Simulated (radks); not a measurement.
Task: Dipole-allowed excitations along the series with 2 electrons in [He]. All-electron calculation, non-relativistic Kohn-Sham, LB94 model potential, spin-unpolarised, spherical densities, point nucleus. Program: a radial shooting solver on a logarithmic mesh with Libxc functionals. Time-dependent linear response with the Hartree and adiabatic LDA kernel, continuum included through the Sternheimer equations. Lines are the poles of the dipole polarisability below minus the highest occupied eigenvalue, found on a grid refined at the orbital gaps; the lowest seven at most are given, and weak or close lines can be missed. The first line takes the name of the lowest orbital gap if no other gap lies below it; otherwise a line is named after a gap within 0.6 % of it, if that gap stands alone.

species  -e(HOMO) (eV)  lowest orbital gap (eV)  first line (eV)      f  static alpha (bohr^3)
Li+             72.201             1s-2p 60.515   60.606 (1s-2p)  0.427                 0.1985
Be2+            148.30             1s-2p 120.45   120.78 (1s-2p)  0.529                0.05391
B3+             251.55             1s-2p 200.74   201.35 (1s-2p)  0.590                0.02021
C4+             381.96             1s-2p 301.43   302.33 (1s-2p)  0.631               0.009193

Estimate the first line of N5+, its oscillator strength and the static polarisability.

Result: 423.71 eV (1s-2p), f = 0.660, alpha = 0.004762 bohr^3.
